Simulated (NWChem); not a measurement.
System: C$_{6}$H$_{7}$, doublet; SMILES C1[C]=CC=CC1

Input file for NWChem:

```
start job
memory heap 200 mb stack 900 mb global 1100 mb
geometry units angstroms noautosym nocenter noautoz
  C     -1.421028    -0.012608     0.087043
  C     -0.876291    -1.223611     0.126520
  C      0.576369    -1.311278    -0.109138
  C      1.338866    -0.204256    -0.089415
  C      0.744700     1.141094     0.231353
  C     -0.726443     1.257518    -0.210711
  H     -1.457512    -2.134774     0.298210
  H      1.020216    -2.294712    -0.290376
  H      2.420057    -0.277190    -0.238988
  H      1.333251     1.954918    -0.220666
  H      0.809028     1.293426     1.327246
  H     -0.791883     1.443901    -1.300702
  H     -1.203631     2.120857     0.279582
end
basis spherical
  * library def2-svp
end
dft
  odft
  mult 2
  xc pbe0
  iterations 150
end
cosmo
  do_cosmo_smd true
  solvent water
end
task dft energy
```

Excerpt of the output:

```
             Northwest Computational Chemistry Package (NWChem) 7.3.0
             --------------------------------------------------------

                             Geometry "geometry" -> ""
                             -------------------------

 Output coordinates in angstroms (scale by  1.889725989 to convert to a.u.)

  No.       Tag          Charge          X              Y              Z
 ---- ---------------- ---------- -------------- -------------- --------------
    1 C                    6.0000    -1.42102800    -0.01260800     0.08704300
    2 C                    6.0000    -0.87629100    -1.22361100     0.12652000
    3 C                    6.0000     0.57636900    -1.31127800    -0.10913800
    4 C                    6.0000     1.33886600    -0.20425600    -0.08941500
    5 C                    6.0000     0.74470000     1.14109400     0.23135300
    6 C                    6.0000    -0.72644300     1.25751800    -0.21071100
    7 H                    1.0000    -1.45751200    -2.13477400     0.29821000
    8 H                    1.0000     1.02021600    -2.29471200    -0.29037600
    9 H                    1.0000     2.42005700    -0.27719000    -0.23898800
   10 H                    1.0000     1.33325100     1.95491800    -0.22066600
   11 H                    1.0000     0.80902800     1.29342600     1.32724600
   12 H                    1.0000    -0.79188300     1.44390100    -1.30070200
   13 H                    1.0000    -1.20363100     2.12085700     0.27958200

 Effective nuclear repulsion energy (a.u.)     209.6304045844

                                 NWChem DFT Module
                                 -----------------

 Summary of "ao basis" -> "ao basis" (spherical)
 ------------------------------------------------------------------------------
       Tag                 Description            Shells   Functions and Types
 ---------------- ------------------------------  ------  ---------------------
 C                          def2-svp                 6       14   3s2p1d
 H                          def2-svp                 3        5   2s1p

 in cosmo_initialize ...
 calling solv_data for solv:h2o

 solvent parameters
 solvname_short: h2o
 solvname_long:  water
 dielec:       78.4000
 dielecinf:     1.7769
 aqueous SMD model solvent descriptors
 dielec:       78.4000
 sola:          0.8200

          ---------------
          -cosmo- solvent
          ---------------
 Cosmo: York-Karplus, doi: 10.1021/jp992097l
 dielectric constant -eps-     =  78.40
 screen = (eps-1)/(eps    )    =   0.98724
 surface charge correction     = lagrangian

   van der Waals surface
 --------------------------

 ---------- ATOMIC COORDINATES (A.U.) ------------ VDWR(ANG.) --
     1   -2.68535354   -0.02382567    0.16448742     1.850
     2   -1.65594988   -2.31228951    0.23908813     1.850
     3    1.08917948   -2.47795611   -0.20624091     1.850
     4    2.53008988   -0.38598787   -0.16896985     1.850
     5    1.40727894    2.15635499    0.43719378     1.850
     6   -1.37277822    2.37636445   -0.39818605     1.850
     7   -2.75429831   -4.03413791    0.56353519     1.200
     8    1.92792869   -4.33637690   -0.54873107     1.200
     9    4.57324461   -0.52381315   -0.45162183     1.200
    10    2.51947906    3.69425935   -0.41699827     1.200
    11    1.52884124    2.44422073    2.50813126     1.200
    12   -1.49644189    2.72857724   -2.45797037     1.200
    13   -2.27453278    4.00783859    0.52833337     1.200
 number of segments per atom =        128
 number of   points per atom =        128
 atom (   nspa,  nppa )
 ----------------------
    1 (     56,     0 )       0
    2 (     48,     0 )       0
    3 (     48,     0 )       0
    4 (     47,     0 )       0
    5 (     39,     0 )       0
    6 (     41,     0 )       0
    7 (     56,     0 )       0
    8 (     54,     0 )       0
    9 (     54,     0 )       0
   10 (     53,     0 )       0
   11 (     55,     0 )       0
   12 (     53,     0 )       0
   13 (     53,     0 )       0
 number of -cosmo- surface points =      657
 molecular surface =    119.712 angstrom**2
 molecular volume  =     96.116 angstrom**3
 -lineq- algorithm             =   0
 -bem- low  level              =   3
 -bem- from -octahedral-
 gaussian surface charge width =   4.50000
 degree of switching           =   1.00000
 switching function tolerance  =   0.00010
 atomic radii =
 --------------
    1  6.000  1.850
    2  6.000  1.850
    3  6.000  1.850
    4  6.000  1.850
    5  6.000  1.850
    6  6.000  1.850
    7  1.000  1.200
    8  1.000  1.200
    9  1.000  1.200
   10  1.000  1.200
   11  1.000  1.200
   12  1.000  1.200
   13  1.000  1.200
 ...... end of -cosmo- initialization ......

 nat:                    13
 ixmem:                  9153
 calling mnsol_interface()
 G(SMD-CDS) energy (kcal/mol)  =     2.761
 SMD-CDS SASA (angstrom**2)    =   149.927

            General Information
            -------------------
          SCF calculation type: DFT
          Wavefunction type:  spin polarized.
          No. of atoms     :    13
          No. of electrons :    43
           Alpha electrons :    22
            Beta electrons :    21
          Charge           :     0
          Spin multiplicity:     2
          Use of symmetry is: off; symmetry adaption is: off
          Maximum number of iterations: 150
          AO basis - number of functions:   119
                     number of shells:    57
          Convergence on energy requested:  1.00D-06
          Convergence on density requested:  1.00D-05
          Convergence on gradient requested:  5.00D-04

              XC Information
              --------------
                         PBE0 Method XC Functional
                     Hartree-Fock (Exact) Exchange  0.250
          PerdewBurkeErnzerhof Exchange Functional  0.750
            Perdew 1991 LDA Correlation Functional  1.000 local
           PerdewBurkeErnz. Correlation Functional  1.000 non-local

[...]

                                COSMO-SMD solvation results
                                ---------------------------

             internal energy in gas <Psi(g)|H|Psi(g)> =      -232.287004149374
         internal energy in solvent <Psi(s)|H|Psi(s)> =      -232.286018269013
                               delta internal energy  =         0.000985880361 (    0.62 kcal/mol)
   total free energy in solvent <Psi(s)|H+V/2|Psi(s)> =      -232.292311627455
 polarization energy contribution <Psi(s)|V/2|Psi(s)> =        -0.006293358442 (   -3.95 kcal/mol)
    total free energy in solvent including G(SMD-CDS) =      -232.287911705843
                       G(SMD-CDS) energy contribution =         0.004399921612 (    2.76 kcal/mol)
     1 M fixed-concentration free energy of solvation =        -0.000907556469 (   -0.57 kcal/mol)

                    DFT Final Alpha Molecular Orbital Analysis
                    ------------------------------------------

 Vector   20  Occ=1.000000D+00  E=-3.333925D-01
              MO Center= -1.6D-01, -6.2D-01, -2.6D-03, r^2= 2.8D+00
   Bfn.  Coefficient  Atom+Function         Bfn.  Coefficient  Atom+Function
  ----- ------------  ---------------      ----- ------------  ---------------
    34      0.313613   3 C  pz               20      0.307490   2 C  pz
     6      0.214313   1 C  pz               37      0.201242   3 C  pz
    23      0.192462   2 C  pz               48      0.177648   4 C  pz
     9      0.126692   1 C  pz               76     -0.106974   6 C  pz
   110      0.104983  12 H  s                51      0.104109   4 C  pz

 Vector   21  Occ=1.000000D+00  E=-2.510850D-01
              MO Center= -1.1D+00,  5.6D-03,  8.3D-02, r^2= 2.8D+00
   Bfn.  Coefficient  Atom+Function         Bfn.  Coefficient  Atom+Function
  ----- ------------  ---------------      ----- ------------  ---------------
     4      0.508771   1 C  px                7      0.394820   1 C  px
     3     -0.289188   1 C  s                60      0.196364   5 C  px
    32      0.190914   3 C  px               74     -0.190865   6 C  px
    18     -0.155440   2 C  px                2     -0.134472   1 C  s
    63      0.131173   5 C  px               85      0.129666   7 H  s

 Vector   22  Occ=1.000000D+00  E=-2.370771D-01
              MO Center= -6.1D-02, -3.0D-01, -5.4D-03, r^2= 3.2D+00
   Bfn.  Coefficient  Atom+Function         Bfn.  Coefficient  Atom+Function
  ----- ------------  ---------------      ----- ------------  ---------------
     6      0.331912   1 C  pz               48     -0.299636   4 C  pz
    34     -0.267460   3 C  pz                9      0.253468   1 C  pz
    51     -0.230773   4 C  pz               37     -0.218146   3 C  pz
    20      0.215228   2 C  pz               23      0.172744   2 C  pz
   110      0.142647  12 H  s               105      0.133846  11 H  s

 Vector   23  Occ=0.000000D+00  E=-3.217269D-02
              MO Center= -5.9D-03, -3.9D-01,  5.3D-03, r^2= 3.5D+00
   Bfn.  Coefficient  Atom+Function         Bfn.  Coefficient  Atom+Function
  ----- ------------  ---------------      ----- ------------  ---------------
    51      0.447491   4 C  pz                9      0.417310   1 C  pz
    48      0.348168   4 C  pz                6      0.335756   1 C  pz
    23     -0.328159   2 C  pz               37     -0.295031   3 C  pz
    20     -0.247525   2 C  pz               34     -0.223186   3 C  pz
   116     -0.132222  13 H  s                50     -0.123724   4 C  py

 Vector   24  Occ=0.000000D+00  E= 6.829762D-02
              MO Center=  1.8D-02,  5.1D-01, -2.4D-02, r^2= 6.2D+00
   Bfn.  Coefficient  Atom+Function         Bfn.  Coefficient  Atom+Function
  ----- ------------  ---------------      ----- ------------  ---------------
    59      1.180988   5 C  s                73      1.157690   6 C  s
   111     -0.828280  12 H  s               106     -0.785443  11 H  s
   101     -0.637303  10 H  s               116     -0.587809  13 H  s
    23      0.455734   2 C  pz               37     -0.435363   3 C  pz
     3     -0.269514   1 C  s                20      0.258475   2 C  pz

 Vector   25  Occ=0.000000D+00  E= 8.416559D-02
              MO Center=  6.2D-01, -6.2D-01, -9.7D-02, r^2= 7.2D+00
   Bfn.  Coefficient  Atom+Function         Bfn.  Coefficient  Atom+Function
  ----- ------------  ---------------      ----- ------------  ---------------
    96      0.865512   9 H  s                91      0.795021   8 H  s
    59     -0.759917   5 C  s               101      0.673511  10 H  s
    86      0.655023   7 H  s                31     -0.545754   3 C  s
    73     -0.508144   6 C  s               116      0.510009  13 H  s
    45     -0.405742   4 C  s                49     -0.364245   4 C  px

                     DFT Final Beta Molecular Orbital Analysis
                     -----------------------------------------

 Vector   19  Occ=1.000000D+00  E=-3.531081D-01
              MO Center=  3.4D-01,  4.9D-02,  2.7D-02, r^2= 3.9D+00
   Bfn.  Coefficient  Atom+Function         Bfn.  Coefficient  Atom+Function
  ----- ------------  ---------------      ----- ------------  ---------------
    47      0.273071   4 C  py               61     -0.269912   5 C  py
    90      0.220181   8 H  s                75      0.211600   6 C  py
    33     -0.196892   3 C  py              115      0.193256  13 H  s
     5     -0.184058   1 C  py               19      0.154659   2 C  py
    95     -0.149667   9 H  s                64     -0.147380   5 C  py

 Vector   20  Occ=1.000000D+00  E=-3.323706D-01
              MO Center= -1.0D-01, -6.8D-01,  2.2D-02, r^2= 2.8D+00
   Bfn.  Coefficient  Atom+Function         Bfn.  Coefficient  Atom+Function
  ----- ------------  ---------------      ----- ------------  ---------------
    20      0.331889   2 C  pz               34      0.307831   3 C  pz
    23      0.218843   2 C  pz               37      0.194385   3 C  pz
    48      0.187184   4 C  pz                6      0.178750   1 C  pz
    51      0.112405   4 C  pz               62     -0.098946   5 C  pz
   105     -0.098059  11 H  s                45     -0.097013   4 C  s

 Vector   21  Occ=1.000000D+00  E=-2.306231D-01
              MO Center=  3.5D-02, -3.7D-01,  1.0D-02, r^2= 3.2D+00
   Bfn.  Coefficient  Atom+Function         Bfn.  Coefficient  Atom+Function
  ----- ------------  ---------------      ----- ------------  ---------------
    48      0.335669   4 C  pz               20     -0.278972   2 C  pz
     6     -0.273504   1 C  pz               51      0.269638   4 C  pz
    23     -0.241080   2 C  pz               34      0.231624   3 C  pz
     9     -0.190256   1 C  pz               37      0.190891   3 C  pz
   105     -0.136627  11 H  s               110     -0.125937  12 H  s

 Vector   22  Occ=0.000000D+00  E=-6.926037D-02
              MO Center= -1.5D+00, -2.2D-02,  1.1D-01, r^2= 2.3D+00
   Bfn.  Coefficient  Atom+Function         Bfn.  Coefficient  Atom+Function
  ----- ------------  ---------------      ----- ------------  ---------------
     3      0.498409   1 C  s                 4     -0.468887   1 C  px
     7     -0.406647   1 C  px               73     -0.338130   6 C  s
    59      0.240844   5 C  s                31      0.233131   3 C  s
    63     -0.174948   5 C  px               35     -0.164980   3 C  px
    86     -0.145614   7 H  s                60     -0.143027   5 C  px

 Vector   23  Occ=0.000000D+00  E=-2.111973D-02
              MO Center= -4.4D-02, -3.4D-01,  4.0D-03, r^2= 3.6D+00
   Bfn.  Coefficient  Atom+Function         Bfn.  Coefficient  Atom+Function
  ----- ------------  ---------------      ----- ------------  ---------------
    51      0.439226   4 C  pz                9      0.421725   1 C  pz
    37     -0.367056   3 C  pz                6      0.355412   1 C  pz
    48      0.329435   4 C  pz               34     -0.270204   3 C  pz
    23     -0.232488   2 C  pz               20     -0.177854   2 C  pz
   116     -0.160497  13 H  s               111      0.148680  12 H  s

 Vector   24  Occ=0.000000D+00  E= 7.000560D-02
              MO Center=  5.2D-02,  6.5D-01, -4.6D-02, r^2= 6.3D+00
   Bfn.  Coefficient  Atom+Function         Bfn.  Coefficient  Atom+Function
  ----- ------------  ---------------      ----- ------------  ---------------
    59      1.246171   5 C  s                73      1.184338   6 C  s
   111     -0.866969  12 H  s               106     -0.806471  11 H  s
   101     -0.718890  10 H  s               116     -0.568657  13 H  s
    23      0.419610   2 C  pz               37     -0.398227   3 C  pz
     3     -0.268361   1 C  s                96     -0.266525   9 H  s

   alpha - beta orbital overlaps
   -----------------------------

   alpha      1      2      3      4      5      6      7      8      9     10
    beta      2      1      3      5      4      6      7      8      9     10
 overlap   0.992  0.999  1.000  0.704  0.988  0.708  0.996  0.994  0.986  0.999

   alpha     11     12     13     14     15     16     17     18     19     20
    beta     11     12     13     14     15     16     17     18     19     20
 overlap   0.990  0.990  0.977  0.992  0.995  0.998  0.912  0.895  0.984  0.996

   alpha     21     22     23     24     25     26     27     28     29     30
    beta     22     21     23     24     25     26     27     28     29     30
 overlap   0.954  0.988  0.985  0.996  0.994  0.992  0.988  0.995  0.998  0.998

[...]
```

Level: PBE0/def2-SVP, spin-unrestricted, SMD on the gas-phase geometry. All runs use the structure optimised with PBE0/def2-SVP, spin-unrestricted. No stability test was run on the SCF state. Solvent: water.
